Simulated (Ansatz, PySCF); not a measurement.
The pair A = GeH4 (SMILES [GeH4]) (first 5 atoms), B = GeH4 (SMILES [GeH4]); geometry from B3LYP-D3(BJ)/def2-TZVP.
(charge 0, multiplicity 1):
```xyz
10

Ge     0.12721    -0.06568     0.38920
H      0.50712     0.36237    -1.03629
H      1.20839    -0.99935     0.95174
H     -1.22211    -0.79754     0.36393
H      0.01642     1.17908     1.28262
Ge    -0.12669     0.06541     4.51068
H      1.34765     0.25097     4.12551
H     -0.77814    -0.94708     3.55679
H     -0.85921     1.41057     4.40421
H     -0.22084    -0.45875     5.95167
```

Rows in 6-31G* carry no dispersion term and start afresh at each structure (6-31G* with six Cartesian d functions); the Pople sets are all-electron and without relativity. MP2/6-31G* freezes PySCF's default core, which leaves 3d correlated.

Run with Ansatz (an electronic-structure program) with Gaussian orbitals; PySCF for 6-31G* rows. 

Total energies (hartree), monomers frozen at their geometry in the pair:

```csv
structure,PBE/def2-TZVPPD,B3LYP/6-31G*,MP2/6-31G*
AB,-4158.1177365,-4158.3056439,-4155.2759878
A in the pair's basis,-2079.0587714,-2079.1534536,-2077.6381299
B in the pair's basis,-2079.0587710,-2079.1534554,-2077.6381327
A,-2079.0586883,-2079.1532468,-2077.6376389
B,-2079.0586881,-2079.1532469,-2077.6376389
```

Q: Work out the interaction energy without and with the counterpoise correction, and the superposition error, for each level.

A: 
E(AB) − E(A) − E(B), times 627.509 kcal/mol, with the monomers in their own basis and then in the pair's basis:
- PBE/def2-TZVPPD: -0.23 uncorrected, -0.12 corrected; the monomers gain 0.10 kcal/mol from borrowed functions
- B3LYP/6-31G*: 0.53 uncorrected, 0.79 corrected; the monomers gain 0.26 kcal/mol from borrowed functions
- MP2/6-31G*: -0.45 uncorrected, 0.17 corrected; the monomers gain 0.62 kcal/mol from borrowed functions
